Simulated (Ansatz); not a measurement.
Geometry optimisation, RKS B3LYP/def2-SVP (Ansatz 0.2.0).

The input (input.yaml):

```yaml
crystal:
  periodic: [false, false, false]
  atoms:
    - { symbol: B, position_ang: [-0.470173, 0.369179, 0.293418] }
    - { symbol: Cl, position_ang: [0.580145, -1.307351, -2.18331] }
    - { symbol: "N", position_ang: [-1.557926, 0.653697, -0.252523] }
    - { symbol: H, position_ang: [-0.494478, -0.621065, -1.866794] }
    - { symbol: C, position_ang: [0.847147, 0.056725, 1.022457] }
    - { symbol: H, position_ang: [-2.440066, 0.907225, -0.645141] }
    - { symbol: H, position_ang: [1.709769, 0.462487, 0.47421] }
    - { symbol: H, position_ang: [0.99371, -1.027746, 1.129596] }
    - { symbol: H, position_ang: [0.831873, 0.50685, 2.028087] }
basis:
  gaussian: { orbitals: def2-SVP }
hamiltonian:
  xc: b3lyp
relax:
  f_tol: 0.03
  max_steps: 50
```

Launched with:

```bash
$ ansatz run input.yaml --threads 2 --pin off --max-ram 3072MiB --backend cpu --events-out ev --progress --plain --runs-dir out
```

Question: Where does it end, and by what steps?

Answer: The forces met the threshold. The force dipped under the threshold on the way, but the program's further checks kept it going. After 9 steps the energy has fallen by 0.080 eV; Cl2 moved furthest, 0.82 Å.

```
step  energy less start (eV)  largest force component (eV/Å)  accepted
   0                  0.0000                           0.348       yes
   1                 -0.0259                           0.677       yes
   2                 -0.0571                           0.381       yes
   3                 -0.0698                           0.125       yes
   4                 -0.0726                           0.460       yes
   5                 -0.0743                           0.217       yes
   6                 -0.0732                           0.454        no
   7                 -0.0787                           0.094       yes
   8                 -0.0801                           0.015       yes
   9                 -0.0805                           0.012       yes
```

```xyz
9
Properties=species:S:1:pos:R:3
B -0.375 0.360 0.363
Cl 0.042 -1.342 -2.796
N -1.375 0.514 -0.372
H -0.546 -0.613 -1.882
C 0.883 0.131 1.216
H -2.238 0.732 -0.827
H 1.769 0.568 0.729
H 1.066 -0.945 1.360
H 0.774 0.596 2.209
```

The run took 11 s on 2 threads of Intel(R) Xeon(R) 6975P-C (Granite Rapids), with other jobs on the host, peak memory 0.18 GiB.
